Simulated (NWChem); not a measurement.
System: CH₅NOSi₂; SMILES [SiH2]1[Si@@H](C=N1)O

The following NWChem deck was run.

```
start job
memory heap 200 mb stack 900 mb global 1100 mb
geometry units angstroms noautoz
  O     -0.268466     2.295151    -0.514034
  Si     0.030074     0.900378     0.348405
  C      1.460613    -0.319634    -0.061096
  N      0.973301    -1.510839    -0.062549
  Si    -0.817893    -1.263671     0.003631
  H     -0.444180     2.195413    -1.454566
  H      0.125399     1.364364     1.764303
  H      2.551212    -0.171947    -0.191652
  H     -1.511637    -2.083801     1.043852
  H     -1.421119    -1.589568    -1.325242
end
basis spherical
  O library 6-31g*
  Si library 6-31g*
  C library 6-31g*
  N library 6-31g*
  H library 6-31g*
end
dft
  xc slater pw91lda
  iterations 150
  mulliken
end
task dft energy
```

Excerpt of the output:

```
             Northwest Computational Chemistry Package (NWChem) 7.3.0
             --------------------------------------------------------

 C1  symmetry detected

                             Geometry "geometry" -> ""
                             -------------------------

 Output coordinates in angstroms (scale by  1.889725989 to convert to a.u.)

  No.       Tag          Charge          X              Y              Z
 ---- ---------------- ---------- -------------- -------------- --------------
    1 O                    8.0000    -0.26673370     2.31435526    -0.38675172
    2 Si                  14.0000     0.02185849     0.87166198     0.39661890
    3 C                    6.0000     1.42140431    -0.35057332    -0.10335563
    4 N                    7.0000     0.91198235    -1.53129473    -0.15655948
    5 Si                  14.0000    -0.87272070    -1.25625437    -0.04238600
    6 H                    1.0000    -0.46193131     2.26666235    -1.32752098
    7 H                    1.0000     0.15243706     1.25981871     1.83238372
    8 H                    1.0000     2.51192479    -0.21562294    -0.24763304
    9 H                    1.0000    -1.56198627    -2.11684200     0.96769101
   10 H                    1.0000    -1.50680603    -1.50206174    -1.37411737

 Effective nuclear repulsion energy (a.u.)     273.3233292424

                                 NWChem DFT Module
                                 -----------------

 Summary of "ao basis" -> "ao basis" (spherical)
 ------------------------------------------------------------------------------
       Tag                 Description            Shells   Functions and Types
 ---------------- ------------------------------  ------  ---------------------
 O                           6-31g*                  6       14   3s2p1d
 Si                          6-31g*                  8       18   4s3p1d
 C                           6-31g*                  6       14   3s2p1d
 N                           6-31g*                  6       14   3s2p1d
 H                           6-31g*                  2        2   2s

            General Information
            -------------------
          SCF calculation type: DFT
          Wavefunction type:  closed shell.
          No. of atoms     :    10
          No. of electrons :    54
           Alpha electrons :    27
            Beta electrons :    27
          Charge           :     0
          Spin multiplicity:     1
          Use of symmetry is: off; symmetry adaption is: off
          Maximum number of iterations: 150
          AO basis - number of functions:    88
                     number of shells:    44
          Convergence on energy requested:  1.00D-06
          Convergence on density requested:  1.00D-05
          Convergence on gradient requested:  5.00D-04

              XC Information
              --------------
                        Slater Exchange Functional  1.000 local
            Perdew 1991 LDA Correlation Functional  1.000 local

             Grid Information
             ----------------
          Grid used for XC integration:  medium
          Radial quadrature: Mura-Knowles
          Angular quadrature: Lebedev.
          Tag              B.-S. Rad. Rad. Pts. Rad. Cut. Ang. Pts.
          ---              ---------- --------- --------- ---------
          O                   0.60       49          11.0       434
          Si                  1.10       88          10.0       590
          C                   0.70       49          10.0       434
          N                   0.65       49          11.0       434
          H                   0.35       45          12.0       434
          Grid pruning is: on
          Number of quadrature shells:   548
          Spatial weights used:  Erf1

      Superposition of Atomic Density Guess
      -------------------------------------

 Sum of atomic energies:        -746.83412236

      Non-variational initial energy
      ------------------------------

 Total energy =    -748.861114
 1-e energy   =   -1575.007471
 2-e energy   =     552.823028
 HOMO         =      -0.258059
 LUMO         =      -0.048356

     ---------------------------------------------
      Total Density - Mulliken Population Analysis
     ---------------------------------------------

    Atom       Charge   Shell Charges
 -----------   ------   -------------------------------------------------------
    1 O    8     9.02   2.00  0.93  3.14  0.90  2.03  0.01
    2 Si  14    13.21   2.00  2.00  5.97  0.96  1.45  0.29  0.38  0.17
    3 C    6     5.97   2.00  0.73  1.68  0.63  0.87  0.05
    4 N    7     7.79   2.00  0.86  2.46  0.90  1.54  0.03
    5 Si  14    13.58   2.00  2.00  5.97  1.00  1.61  0.33  0.54  0.13
    6 H    1     0.44   0.35  0.09
    7 H    1     1.06   0.47  0.59
    8 H    1     0.81   0.47  0.34
    9 H    1     1.06   0.47  0.59
   10 H    1     1.06   0.47  0.59

   convergence    iter        energy       DeltaE   RMS-Dens  Diis-err
 ---------------- ----- ----------------- --------- --------- ---------
 d= 0,ls=0.0,diis     1   -746.2243490602 -1.02D+03  2.55D-02  1.18D+00
 d= 0,ls=0.0,diis     2   -745.7841164056  4.40D-01  1.92D-02  4.85D+00
 d= 0,ls=0.0,diis     3   -746.3148025052 -5.31D-01  4.24D-03  2.06D-01
 d= 0,ls=0.0,diis     4   -746.3272714794 -1.25D-02  2.83D-03  9.07D-02
 d= 0,ls=0.0,diis     5   -746.3374490462 -1.02D-02  9.31D-04  7.63D-03
  Resetting Diis
 d= 0,ls=0.0,diis     6   -746.3382649135 -8.16D-04  3.22D-04  6.43D-04
 d= 0,ls=0.0,diis     7   -746.3383567928 -9.19D-05  2.44D-04  6.85D-05
 d= 0,ls=0.0,diis     8   -746.3383275478  2.92D-05  1.69D-04  2.62D-04
 d= 0,ls=0.0,diis     9   -746.3383665547 -3.90D-05  1.65D-05  2.97D-06
 d= 0,ls=0.0,diis    10   -746.3383668406 -2.86D-07  4.82D-06  2.52D-07

         Total DFT energy =     -746.338366840633
      One electron energy =    -1578.810084301452
           Coulomb energy =      620.042160956409
    Exchange-Corr. energy =      -60.893772738006
 Nuclear repulsion energy =      273.323329242416

 Numeric. integr. density =       54.000014514143

                       DFT Final Molecular Orbital Analysis
                       ------------------------------------

 Vector   25  Occ=2.000000D+00  E=-2.894753D-01
              MO Center= -1.7D-01, -1.2D+00, -1.5D-01, r^2= 3.7D+00
   Bfn.  Coefficient  Atom+Function         Bfn.  Coefficient  Atom+Function
  ----- ------------  ---------------      ----- ------------  ---------------
    51      0.301624   4 N  pz               37      0.286432   3 C  pz
    88      0.253751  10 H  s                69     -0.250004   5 Si pz
    86     -0.227817   9 H  s                55      0.199774   4 N  pz
    41      0.190136   3 C  pz               87      0.189825  10 H  s
    85     -0.169025   9 H  s                65      0.105001   5 Si pz

 Vector   26  Occ=2.000000D+00  E=-2.365955D-01
              MO Center= -3.3D-01,  3.2D-02,  7.7D-02, r^2= 3.8D+00
   Bfn.  Coefficient  Atom+Function         Bfn.  Coefficient  Atom+Function
  ----- ------------  ---------------      ----- ------------  ---------------
    68      0.367798   5 Si py               21     -0.262264   2 Si px
     3      0.251646   1 O  px               70      0.212915   5 Si s
     7      0.203263   1 O  px               38     -0.183417   3 C  s
    72      0.177396   5 Si py               35      0.174744   3 C  px
    22     -0.172284   2 Si py               86     -0.164835   9 H  s

 Vector   27  Occ=2.000000D+00  E=-1.957169D-01
              MO Center=  8.4D-01, -8.1D-01, -6.6D-02, r^2= 3.1D+00
   Bfn.  Coefficient  Atom+Function         Bfn.  Coefficient  Atom+Function
  ----- ------------  ---------------      ----- ------------  ---------------
    50      0.350852   4 N  py               49     -0.316409   4 N  px
    54      0.258104   4 N  py               53     -0.218812   4 N  px
    52     -0.212892   4 N  s                84      0.212993   8 H  s
    67      0.205653   5 Si px               24     -0.201020   2 Si s
    20     -0.193063   2 Si s                22      0.167186   2 Si py

 Vector   28  Occ=0.000000D+00  E=-8.497691D-02
              MO Center=  9.3D-01, -5.4D-01, -7.4D-02, r^2= 2.7D+00
   Bfn.  Coefficient  Atom+Function         Bfn.  Coefficient  Atom+Function
  ----- ------------  ---------------      ----- ------------  ---------------
    55      0.442156   4 N  pz               51      0.434852   4 N  pz
    41     -0.409376   3 C  pz               37     -0.384581   3 C  pz
    27     -0.326448   2 Si pz               82      0.281747   7 H  s
     6     -0.218851   1 O  s                26      0.183900   2 Si py
    88      0.151007  10 H  s                73      0.135774   5 Si pz

 Vector   29  Occ=0.000000D+00  E=-3.481213D-02
              MO Center= -6.7D-01, -5.8D-01,  7.0D-02, r^2= 5.2D+00
   Bfn.  Coefficient  Atom+Function         Bfn.  Coefficient  Atom+Function
  ----- ------------  ---------------      ----- ------------  ---------------
    72      0.650980   5 Si py               26      0.582763   2 Si py
    70      0.538689   5 Si s                71     -0.536562   5 Si px
    52      0.481960   4 N  s                24     -0.421286   2 Si s
    88     -0.421614  10 H  s                 6     -0.306268   1 O  s
    22      0.268253   2 Si py               67     -0.255845   5 Si px

 Vector   30  Occ=0.000000D+00  E=-2.565611D-02
              MO Center= -4.3D-01, -6.9D-02, -1.5D-01, r^2= 5.0D+00
   Bfn.  Coefficient  Atom+Function         Bfn.  Coefficient  Atom+Function
  ----- ------------  ---------------      ----- ------------  ---------------
    24     -0.498199   2 Si s                73      0.495219   5 Si pz
     6      0.477889   1 O  s                86     -0.459522   9 H  s
    27      0.364942   2 Si pz               88      0.316777  10 H  s
    71     -0.261859   5 Si px               52      0.255813   4 N  s
    41     -0.243396   3 C  pz               80     -0.242032   6 H  s

     ---------------------------------------------
      Total Density - Mulliken Population Analysis
     ---------------------------------------------

    Atom       Charge   Shell Charges
 -----------   ------   -------------------------------------------------------
    1 O    8     8.63   2.00  0.89  2.93  0.94  1.85  0.02
    2 Si  14    13.63   2.00  1.99  5.95  1.01  1.79  0.27  0.39  0.23
    3 C    6     6.14   2.00  0.69  1.98  0.60  0.83  0.05
    4 N    7     7.33   2.00  0.81  2.34  0.91  1.24  0.03
    5 Si  14    13.85   2.00  1.99  5.95  1.05  1.93  0.31  0.46  0.16
    6 H    1     0.56   0.45  0.11
    7 H    1     1.01   0.48  0.53
    8 H    1     0.83   0.50  0.33
    9 H    1     1.01   0.47  0.54
   10 H    1     1.01   0.47  0.53

     -------------------------------------------
      Total Density - Lowdin Population Analysis
     -------------------------------------------

    Atom       Charge   Shell Charges
 -----------   ------   -------------------------------------------------------
    1 O    8     8.49   1.99  0.86  2.78  0.72  2.11  0.03
    2 Si  14    13.68   2.00  1.98  5.87  0.69  1.62  0.38  0.81  0.33
    3 C    6     6.22   1.99  0.57  1.79  0.47  1.29  0.11
    4 N    7     7.25   1.99  0.74  2.20  0.61  1.65  0.06
    5 Si  14    13.85   2.00  1.98  5.88  0.74  1.73  0.40  0.91  0.21
    6 H    1     0.66   0.43  0.23
    7 H    1     1.00   0.47  0.53
    8 H    1     0.86   0.48  0.38
    9 H    1     1.00   0.47  0.53
   10 H    1     1.00   0.47  0.53

     Multipole analysis of the density
     ---------------------------------

     L   x y z        total         alpha         beta         nuclear
     -   - - -        -----         -----         ----         -------
     0   0 0 0     -0.000000    -27.000000    -27.000000     54.000000

     1   1 0 0     -0.300410     -0.150205     -0.150205      0.000000
     1   0 1 0      0.436323      0.218161      0.218161      0.000000
     1   0 0 1     -0.444119     -0.222060     -0.222060      0.000000

     2   2 0 0    -31.904760    -88.158974    -88.158974    144.413188
     2   1 1 0      1.724740     -2.860415     -2.860415      7.445571
     2   1 0 1      0.702336     -0.386487     -0.386487      1.475309
     2   0 2 0    -38.071775   -208.733603   -208.733603    379.395430
     2   0 1 1     -2.843818     -0.866295     -0.866295     -1.111229
     2   0 0 2    -30.776654    -36.217663    -36.217663     41.658672
```

Level: LDA (Slater exchange, PW92)/6-31G* (spherical d). All runs use the structure optimised with PBE0/def2-SVP.
